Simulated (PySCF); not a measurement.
Cartesian coordinates in Å; atom numbers follow the order of the lines, from 1:
```xyz
21

C     1.352   -0.999   -0.882
C     0.689   -0.405    0.354
C    -0.848   -0.318    0.273
C    -1.576   -1.576   -0.162
C    -1.089    0.910   -0.622
C     0.125    1.832   -0.391
C     1.060    1.062    0.541
F     0.792    1.423    1.852
H     2.449   -0.946   -0.803
H     1.061   -0.474   -1.805
H     1.083   -2.058   -1.008
H     1.009   -0.971    1.244
H    -1.182   -0.054    1.291
H    -1.308   -1.866   -1.190
H    -2.666   -1.426   -0.138
H    -1.344   -2.426    0.499
H    -2.046    1.399   -0.391
H    -1.146    0.600   -1.679
H     0.637    2.076   -1.333
H    -0.138    2.787    0.087
H     2.129    1.269    0.361
```

Geometry: PBE0-D3(BJ)/def2-SVP; GIAO shifts from PySCF 2.14, gas phase, non-relativistic, averaged over equivalent atoms.

At PBE0/pcSseg-1 (201 basis functions, 65 s wall time on 1 thread of an Arm Neoverse N1, shared host):
```csv
atoms,δ (ppm)
C7,101.7
C2,46.6
C3,35.8
C6,32.8
C5,30.4
C4,16.2
C1,11.1
F8,-181.9
H21,4.50
H13,2.22
H20,1.90
H19,1.82
H12,1.80
H17,1.77
H18,1.08
H14/H15/H16,1.00
H9/H10/H11,0.60
```

Scale: ¹³C (184.41 ppm) and ¹H (31.27 ppm) vs TMS; ¹⁹F (177.25 ppm) vs CFCl3 (reference shieldings calculated alike).

Predict the values at HF/pcSseg-1 on the same geometry.

Results:


```json
{"atoms": "C7", "δ at HF/pcSseg-1": "90.9", "change": "-10.8"}
{"atoms": "C2", "δ at HF/pcSseg-1": "39.7", "change": "-6.9"}
{"atoms": "C3", "δ at HF/pcSseg-1": "29.9", "change": "-5.9"}
{"atoms": "C6", "δ at HF/pcSseg-1": "28.9", "change": "-3.9"}
{"atoms": "C5", "δ at HF/pcSseg-1": "26.8", "change": "-3.6"}
{"atoms": "C4", "δ at HF/pcSseg-1": "16.0", "change": "-0.2"}
{"atoms": "C1", "δ at HF/pcSseg-1": "11.1", "change": "+0.0"}
{"atoms": "F8", "δ at HF/pcSseg-1": "-154.4", "change": "+27.5"}
{"atoms": "H21", "δ at HF/pcSseg-1": "4.10", "change": "-0.40"}
{"atoms": "H13", "δ at HF/pcSseg-1": "1.82", "change": "-0.40"}
{"atoms": "H20", "δ at HF/pcSseg-1": "1.86", "change": "-0.04"}
{"atoms": "H19", "δ at HF/pcSseg-1": "1.52", "change": "-0.30"}
{"atoms": "H12", "δ at HF/pcSseg-1": "1.57", "change": "-0.23"}
{"atoms": "H17", "δ at HF/pcSseg-1": "1.67", "change": "-0.10"}
{"atoms": "H18", "δ at HF/pcSseg-1": "0.88", "change": "-0.20"}
{"atoms": "H14/H15/H16", "δ at HF/pcSseg-1": "1.00", "change": "+0.00"}
{"atoms": "H9/H10/H11", "δ at HF/pcSseg-1": "0.61", "change": "+0.01"}
```

δ = σ(ref) − σ, references computed at the same level: TMS for ¹³C (σ = 190.85 ppm) and ¹H (σ = 31.69 ppm); CFCl3 for ¹⁹F (σ = 246.35 ppm).

The largest change is at F8 (fluorine on an sp3 carbon). Cost: 201 basis functions, 31 s wall time on 1 thread of an Arm Neoverse N1, shared host. The order of the carbon signals is the same at both levels.

Unscaled 19F shifts against computed CFCl3 carry errors that often reach 10 to 50 ppm.
